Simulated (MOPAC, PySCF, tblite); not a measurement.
Scan of H6SSi2, singlet: bend at the central S, local threefold symmetry of each SiH3 group. Scanned: Si-S-Si angle. Other coordinates (S-Si length, H-Si-S angle, Si-H length) were minimised at B3LYP/def2-TZVP.

Cartesian coordinates as functions of the variables (Å; names that start with a are angles):
```
S  0  0  0
Si  R*sin(a/2)  0  R*cos(a/2)
H  ((R-r*cos(ab))*sin(a/2)+r*sin(ab)*cos(0*2*pi/3)*cos(a/2))  r*sin(ab)*sin(0*2*pi/3)  (R-r*cos(ab))*cos(a/2)-r*sin(ab)*cos(0*2*pi/3)*sin(a/2)
H  ((R-r*cos(ab))*sin(a/2)+r*sin(ab)*cos(1*2*pi/3)*cos(a/2))  r*sin(ab)*sin(1*2*pi/3)  (R-r*cos(ab))*cos(a/2)-r*sin(ab)*cos(1*2*pi/3)*sin(a/2)
H  ((R-r*cos(ab))*sin(a/2)+r*sin(ab)*cos(2*2*pi/3)*cos(a/2))  r*sin(ab)*sin(2*2*pi/3)  (R-r*cos(ab))*cos(a/2)-r*sin(ab)*cos(2*2*pi/3)*sin(a/2)
Si  -R*sin(a/2)  0  R*cos(a/2)
H  -((R-r*cos(ab))*sin(a/2)+r*sin(ab)*cos(0*2*pi/3)*cos(a/2))  r*sin(ab)*sin(0*2*pi/3)  (R-r*cos(ab))*cos(a/2)-r*sin(ab)*cos(0*2*pi/3)*sin(a/2)
H  -((R-r*cos(ab))*sin(a/2)+r*sin(ab)*cos(1*2*pi/3)*cos(a/2))  r*sin(ab)*sin(1*2*pi/3)  (R-r*cos(ab))*cos(a/2)-r*sin(ab)*cos(1*2*pi/3)*sin(a/2)
H  -((R-r*cos(ab))*sin(a/2)+r*sin(ab)*cos(2*2*pi/3)*cos(a/2))  r*sin(ab)*sin(2*2*pi/3)  (R-r*cos(ab))*cos(a/2)-r*sin(ab)*cos(2*2*pi/3)*sin(a/2)
```

Methods: RKS-BP86/6-31G* = restricted BP86/6-31G*, spherical d (PySCF); CAM-B3LYP/def2-TZVP, density fitting (PySCF); GFN2-xTB, 300 K electronic temperature (tblite); RKS-B3LYP/6-31G* = restricted B3LYP/6-31G*, spherical d (PySCF 2.14.0); PM3, restricted, heats of formation (MOPAC); wB97X-V/def2-TZVP, density fitting (PySCF).

Energies in kcal/mol, each method relative to its own lowest point.

| a / ° | RKS-BP86/6-31G* | CAM-B3LYP | GFN2-xTB | RKS-B3LYP/6-31G* | PM3 | wB97X-V |
|---|---|---|---|---|---|---|
| 180 | 25.3 | 25.5 | 19.1 | 25.7 | 38.8 | 26.2 |
| 172.50 | 24.8 | 25.0 | 18.5 | 25.2 | 36.7 | 25.7 |
| 165 | 23.2 | 23.4 | 17.0 | 23.5 | 32.0 | 24.1 |
| 157.50 | 20.7 | 20.9 | 14.7 | 20.9 | 26.5 | 21.7 |
| 150 | 17.6 | 17.8 | 12.0 | 17.7 | 20.8 | 18.6 |
| 142.50 | 14.1 | 14.3 | 9.2 | 14.0 | 15.6 | 15.1 |
| 135 | 10.5 | 10.7 | 6.5 | 10.3 | 10.9 | 11.5 |
| 127.50 | 7.2 | 7.3 | 4.1 | 6.9 | 7.1 | 8.0 |
| 120 | 4.3 | 4.3 | 2.1 | 3.9 | 4.0 | 4.9 |
| 112.50 | 2.0 | 1.9 | 0.7 | 1.6 | 1.9 | 2.4 |
| 105 | 0.5 | 0.4 | 0.0 | 0.3 | 0.6 | 0.6 |
| 97.50 | 0.0 | 0.0 | 0.3 | 0.0 | 0.0 | 0.0 |
| 90 | 0.9 | 1.3 | 2.1 | 1.4 | 0.0 | 1.0 |
